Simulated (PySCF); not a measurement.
**Assignment exercise: C5H6B3NO3**

Atom-mapped SMILES (the numbers label the heavy atoms): `[BH:1]1[O:2][BH:3][O:4][B:5]([c:6]2[cH:7][cH:8][n:9][cH:10][cH:11]2)[O:12]1`. Hydrogens are named by the atom that carries them.

Computational details: PBE0-D3(BJ)/def2-SVP geometry, spin–spin couplings from B3LYP/pcJ-1 (spin–dipole term only in couplings to heteroatoms), PBE0/pcSseg-1 with gauge-including orbitals, in PySCF 2.14.0 with density-fitted response routines (relativity neglected, one averaged value for each set of equivalent atoms, no solvent, one computed conformer).

Scale: 13C (σref 184.41) and 1H (σref 31.27) against TMS (reference shieldings calculated alike).

Problem. Assign these signals to the numbered atoms. 13C{1H} NMR (computed): δ 156.2, 139.6, 134.9.

Solution. 
156.2 → C8/C10, aromatic CH next to a ring nitrogen: the adjacent pyridine-type nitrogen withdraws density from it
139.6 → C6, substituted aromatic carbon
134.9 → C7/C11, aromatic CH: the aromatic region

Problem. Assign these signals to the numbered atoms. 1H NMR (400 MHz, computed): δ 9.05 (dd, J = 5.3, 1.2 Hz, 2H), 8.02 (dd, J = 5.3, 1.2 Hz, 2H), 4.78 (br, 2H).

Solution. 
9.05 → H(C8)/H(C10), hydrogen on an aromatic CH next to a ring nitrogen: ring current plus the neighbouring ring nitrogen
8.02 → H(C7)/H(C11), hydrogen on an aromatic CH: aromatic region
4.78 → H(B1)/H(B3), hydrogen on a boron bonded to 2 O, in a 6-membered ring

Hydrogens on boron are broadened and split by 11B (spin 3/2, 80 %) and 10B (spin 3). A carbon bonded to boron is broadened by the quadrupolar boron nucleus and is often missing from a measured spectrum. Multiplet labels drop couplings under 1 Hz and merge nearly equal ones. Unscaled 3J(H,H) at this level run about 10 % above measured values. Shifts are as computed. Against solution values, carbons near 30 ppm lie about +2 ppm off and those near 130 ppm about +5 ppm. Of 1313 compounds with measured shifts, 239 miss one by over three times the rms of a fit or turn the order of signals round; such compounds aren't used in these exercises.
